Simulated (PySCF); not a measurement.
**Shifts of the heteroatoms**

Atoms are numbered as in `[CH3:1][C@@H:2]([SiH3:3])[O:4][Si@@H:5]([PH2:6])[O:7][SiH3:8]` (H(Xn): hydrogen on atom n).

All values are calculated (PySCF 2.14.0 with density-fitted response routines): geometry: GFN2-xTB, PBE0/pcSseg-1 with gauge-including orbitals. One conformer, one averaged value for each set of equivalent atoms, relativity neglected, gas phase.

(1) Predict the 31P NMR data.

(2) Where does 29Si resonate?

(3) Where does 17O resonate?

Results:

(1) 
```csv
atoms,environment,σ (ppm),δ (ppm)
P6,"phosphorus bonded to Si, 2 H",606.2,-232.1
```

Shieldings were converted by a linear fit to measured shifts: 31P (scatter 18.1 ppm rms vs H3PO4, solution or neat liquid). A few per cent of atoms miss by over 2 rms, more outside the fitted compound classes.

On a 400 MHz spectrometer 31P resonates near 161.9 MHz, so 1 ppm is 161.9 Hz.

(2) 
| atoms | environment | σ (ppm) | δ (ppm) |
| --- | --- | --- | --- |
| Si5 | silicon bonded to 2 O, P, H | 364.7 | -19.8 |
| Si8 | silicon bonded to O, 3 H | 392.1 | -42.3 |
| Si3 | silicon bonded to C, 3 H | 412.9 | -59.4 |

Shieldings were converted by a linear fit to measured shifts: 29Si (scatter 8.9 ppm rms, 25.8 ppm with the 6 outliers that the fit left out vs TMS, solution or neat liquid). Occasional misses reach two or three times the rms, and more in compound classes unlike the fitted ones.

On a 600 MHz spectrometer 29Si resonates near 119.2 MHz, so 1 ppm is 119.2 Hz.

(3) 
| atoms | environment | σ (ppm) | δ (ppm) |
| --- | --- | --- | --- |
| O4 | oxygen bonded to C, Si | 256.5 | 33.0 |
| O7 | oxygen bonded to 2 Si | 287.9 | 4.4 |

Shieldings were converted by a linear fit to measured shifts: 17O (scatter 10.7 ppm rms, 12.2 ppm with the 3 outliers that the fit left out vs liquid water, solution or neat liquid). A few per cent of atoms miss by over 2 rms, more outside the fitted compound classes.

On a 400 MHz spectrometer 17O resonates near 54.2 MHz, so 1 ppm is 54.2 Hz.
